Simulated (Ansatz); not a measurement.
`C[SiH](F)CO` + `O[SiH2]O` → `C[SiH](F)O[SiH2]O` + CH₃OH  (ligand exchange at the Si–C bond)

Computed with Ansatz on PBE0-D4/def2-TZVP structures; ΔE is electronic, products minus reactants. CCSD(T)/CBS adds triple-zeta CCSD(T) − MP2 to the extrapolated MP2 energy (def2 sets, frozen cores). This one scheme is used for every species. DFT in def2-TZVPP. Each species was taken in one conformer, which may not be the lowest.

```tsv
level	ΔE (kJ/mol)
ωB97X-V	-144.5
SCS-MP2/def2-TZVPP	-152.5
```

What does CCSD(T)/CBS give? (Best estimate.)

Computed: -147.9 kJ/mol. The listed levels differ from it by 3.4, -4.6 kJ/mol.

Largest T1 diagnostic among the species: 0.011.

The D4 term adds −4.2 kJ/mol with B3LYP and −2.6 kJ/mol with PBE0; it sums over pairs of atoms, weighted by their polarisabilities, and B3LYP, whose exchange is more repulsive, gets the larger term. In def2-TZVPP, CCSD(T) changes the Hartree–Fock value by +21.4 kJ/mol (the triples alone add +3.0 kJ/mol) and MP2 by +19.7 kJ/mol. From PBE to PBE0 (25 % exact exchange), in def2-TZVPP and without D4, ΔE moves by −9.2 kJ/mol.

B3LYP here is the variant with VWN-RPA as its local correlation; programs differ in this.
